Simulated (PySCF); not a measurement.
Static response to an electric field

C7H8N2.
Cartesian coordinates in Å at the PBE0-D3(BJ)/def2-SVP level; atoms count from 1:
```xyz
17
C7H8N2 angstrom
N      3.323   -0.406    0.729
C      2.554   -0.247   -0.274
C      1.104   -0.089   -0.144
C      0.483   -0.103    1.115
C     -0.887    0.043    1.236
C     -1.699    0.211    0.095
N     -3.053    0.396    0.219
C     -1.078    0.225   -1.168
C      0.297    0.078   -1.276
H      4.294   -0.498    0.423
H      2.924   -0.215   -1.319
H      1.116   -0.235    1.996
H     -1.353    0.033    2.226
H     -3.486    0.120    1.090
H     -3.625    0.250   -0.600
H     -1.689    0.356   -2.065
H      0.761    0.091   -2.268
```

Level: CAM-B3LYP/def2-SVPD (PySCF), static field, nuclei fixed, core orbitals frozen in the response. The polarisability tensor in these axes (au):

```
x   157.39 -11.70   3.22
y   -11.70  57.87  -3.30
z     3.22  -3.30  99.67
```

**Question.** What are the eigenvalues, a third of the trace, and Δα (Δα² = ½Σ(αi − αj)² over the three pairs)?

**Answer.** Principal values 56.31, 99.65 and 158.96 au; mean 104.98 au = 15.56 Å³ = 17.31 × 10⁻⁴⁰ C²·m²/J; Δα = 89.25 au (85 % of the mean).

**Question.** What is the dipole moment, and where does it point?

**Answer.** (-2.73, -0.32, -1.69) D, 3.23 D in size, pointing from the negative to the positive side. Measured along this direction, the outermost atoms are H10 at the negative end and H15 at the positive end.

**Question.** In a dilute gas of rigid molecules at 500 K, how does the orientational term μ²/3kT compare with the electronic polarisability?

**Answer.** In Gaussian units μ²/3kT = 50.27 Å³ against 15.56 Å³, a ratio of 3.23; the Debye molar polarisation (4π/3)N_A(α + μ²/3kT) is 166.0 cm³/mol, leaving out the vibrational part.

**Question.** Along which axes do the principal values lie, and how far do the nuclei extend along each?

**Answer.** Largest value along (0.99, -0.12, 0.06), where the nuclei span 8.00 Å; middle along (-0.07, -0.06, 1.00), 4.62 Å; least along (0.11, 0.99, 0.07), 0.26 Å. The response follows the extents in order.

**Question.** Refractivity n − 1 of an ideal gas of it at 298.15 K and 1 atm, from the electronic α?

**Answer.** N = p/kT = 2.4615 × 10¹⁹ cm⁻³, so n − 1 = 2π × N × 15.56 × 10⁻²⁴ cm³ = 2406 × 10⁻⁶ at long wavelengths, for an ideal gas.

**Question.** What depolarisation ratio follows for Rayleigh scattering of linearly polarised light, taking the static tensor?

**Answer.** ρ = 3Δα²/(45ᾱ² + 4Δα²) = 23897.3/(495895 + 31863.1) = 0.0453.

The structure is a single PBE0-D3(BJ)/def2-SVP conformer in the gas phase; no vibrational or solvent corrections.

The run behind these numbers computed excited states as well. On an Arm Neoverse V1 with one thread, no GPU, shared host, this took 72 s and 1.1 GiB of memory at its peak.
